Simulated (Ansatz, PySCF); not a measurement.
System: S$_{2}$ (charge 0, singlet). This is an excited singlet: at this geometry the triplet lies 0.73 eV lower at CCSD(T)/CBS(aug-cc-pV(T+d)Z,aug-cc-pV(Q+d)Z). 
Coordinates optimised at B3LYP-D3(BJ)/def2-TZVP (Ansatz, a first-principles code):
```xyz
2

S      0.0000     0.0000    -0.9528
S      0.0000     0.0000     0.9528
```

Total electronic energies in hartree. Correlated levels leave the core frozen unless marked. No spin-orbit coupling. Non-relativistic. Basis-set limits of correlation are two-point, X^-3; Hartree-Fock from the larger set (for Q and 5 zeta extrapolated as (X+1)exp(-9√X)). [CCSD(T)-MP2]/basis is that difference in the basis named. The program attaches cautions to a run behind SCS-MP2/STO-3G: large difference. The program attaches cautions to a run behind CCSDT/cc-pV(D+d)Z: other roots.

The Hartree-Fock reference is unstable (checked in the largest basis), which strains HF and MP2. 

| level | program | energy (Eh) |
|---|---|---|
| HF/aug-cc-pV(Q+d)Z | Ansatz | -795.05285 |
| BLYP/def2-TZVPD | Ansatz | -796.37181 |
| revPBE-D4/def2-TZVPD | Ansatz + dftd4 | -796.22632 |
| r2SCAN-D3(BJ)/def2-TZVPD | Ansatz + dftd3 | -796.30163 |
| HSE06-D4/def2-TZVPD | Ansatz + dftd4 | -796.06617 |
| wB97X-V/def2-TZVPD | Ansatz | -796.23026 |
| MP2/aug-cc-pV(D+d)Z | Ansatz | -795.29736 |
| MP2/def2-SVPD | Ansatz | -795.02902 |
| MP2/def2-TZVPPD | Ansatz | -795.37087 |
| MP2/cc-pV(5+d)Z | Ansatz | -795.43346 |
| MP2/CBS(def2-TZVPPD,def2-QZVPPD) | Ansatz | -795.4429 |
| RI-MP2/CBS(aug-cc-pV(T+d)Z,aug-cc-pV(Q+d)Z) | Ansatz | -795.4415 |
| SCS-MP2/STO-3G | Ansatz | -786.34839 |
| SCS-MP2/6-31G | Ansatz | -795.00708 |
| SCS-MP2/def2-SVPD | Ansatz | -795.02338 |
| CCSD/aug-cc-pV(D+d)Z | Ansatz | -795.32317 |
| CCSD/def2-SVP | Ansatz | -795.02637 |
| CCSD/cc-pwCVTZ | Ansatz | -795.41445 |
| CCSD(T)/cc-pVDZ | PySCF | -795.30112 |
| CCSD(T)/cc-pV(T+d)Z | Ansatz | -795.43223 |
| CCSDT/cc-pV(D+d)Z | Ansatz | -795.31752 |
| RI-MP2/CBS(aug-cc-pV(T+d)Z,aug-cc-pV(Q+d)Z)+[CCSD(T)-MP2]/aug-cc-pV(T+d)Z | Ansatz | -795.4912 |
| CCSD(T)/CBS(cc-pV(Q+d)Z,cc-pV(5+d)Z) | Ansatz | -795.4884 |

Totals of different functionals don't rank their quality; only differences between species are comparable.
